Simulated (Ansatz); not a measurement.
CHBN, SMILES `[BH-][N+]#[C-]` (near-degenerate singlet) (charge -1, multiplicity 1). This singlet lies within 0.05 eV of the relaxed triplet at the level B3LYP/aug-cc-pVTZ // PBE0-D3(BJ)/def2-TZVPD (Ansatz, an electronic-structure program).

The numbers are results of Ansatz with frozen-core CCSDT(Q)/aug-cc-pVDZ // PBE0-D3(BJ)/def2-TZVPD, not measurements.

Ansatz 0.2 input:
```yaml
crystal:
  periodic: [false, false, false]
  atoms:
    - { symbol: B, position_ang: [-0.77467, 0.586373, -0.279272] }
    - { symbol: N, position_ang: [0.545601, 0.038675, -0.535603] }
    - { symbol: C, position_ang: [1.649589, -0.293909, -0.789795] }
    - { symbol: H, position_ang: [-1.420524, -0.331142, 0.223104] }
basis:
  gaussian: { orbitals: aug-cc-pVDZ }
correlation:
  method: ccsdt_q
total_charge: -1
```

Output:

```
Functional definition: HF
1266 factors; integrals over basis functions are off by at most 1.8e-7 eV
mean field evaluation 1: about -3196.0485 eV, gradient 1.8e1 eV
mean field evaluation 2: about -3196.0500 eV, gradient 1.8e1 eV
mean field evaluation 4: about -3197.5649 eV, gradient 2.6e0 eV
mean field evaluation 8: about -3197.6144 eV, gradient 1.6e-1 eV
mean field evaluation 16: about -3197.6059 eV, gradient 7.4e-1 eV
mean field evaluation 32: about -3197.6106 eV, gradient 4.7e-1 eV
mean field evaluation 64: about -3194.0222 eV, gradient 2.2e-2 eV
mean field -3197.61498159 eV, -117.5101831520 hartree, gradient 1.6e-6 eV, S^2 0.000000; 2 other end points of the search recorded, 0 dependent functions left out; unrestricted orbitals would lower it
3 core orbitals not correlated
reference -3197.61498159 eV, -117.5101831520 hartree; 7, 7 occupied and 68, 68 virtual orbitals, 1266 factors
second order -10.11630029 eV of doubles, -0.00000000 eV of singles
cycle   1  -10.24269733 eV  change   -1.3e-1 eV  update   1.2e-1
cycle   2  -10.88060779 eV  change   -6.4e-1 eV  update   6.6e-2
cycle   3  -11.33415869 eV  change   -4.5e-1 eV  update   3.2e-2
cycle   4  -11.29486634 eV  change    3.9e-2 eV  update   1.4e-2
cycle   5  -11.27985579 eV  change    1.5e-2 eV  update   8.9e-3
cycle   6  -11.28848669 eV  change   -8.6e-3 eV  update   5.0e-3
cycle   7  -11.29895857 eV  change   -1.0e-2 eV  update   3.3e-3
cycle   8  -11.29479389 eV  change    4.2e-3 eV  update   1.5e-3
cycle   9  -11.29322786 eV  change    1.6e-3 eV  update   8.9e-4
cycle  10  -11.29537976 eV  change   -2.2e-3 eV  update   4.5e-4
cycle  11  -11.29444076 eV  change    9.4e-4 eV  update   2.5e-4
cycle  12  -11.29462535 eV  change   -1.8e-4 eV  update   1.3e-4
cycle  13  -11.29471883 eV  change   -9.3e-5 eV  update   7.4e-5
cycle  14  -11.29471879 eV  change    3.6e-8 eV  update   3.4e-5
cycle  15  -11.29471789 eV  change    9.0e-7 eV  update   1.8e-5
cycle  16  -11.29474537 eV  change   -2.7e-5 eV  update   9.6e-6
cycle  17  -11.29475100 eV  change   -5.6e-6 eV  update   4.5e-6
cycle  18  -11.29475025 eV  change    7.4e-7 eV  update   2.8e-6
cycle  19  -11.29475164 eV  change   -1.4e-6 eV  update   1.8e-6
cycle  20  -11.29475231 eV  change   -6.6e-7 eV  update   1.0e-6
cycle  21  -11.29475290 eV  change   -5.9e-7 eV  update   6.5e-7
cycle  22  -11.29475397 eV  change   -1.1e-6 eV  update   3.9e-7
perturbative correction -0.05032596 eV, -0.0018494450 hartree
Total energy: -3208.96006152 eV, -117.9271071496 hartree
```
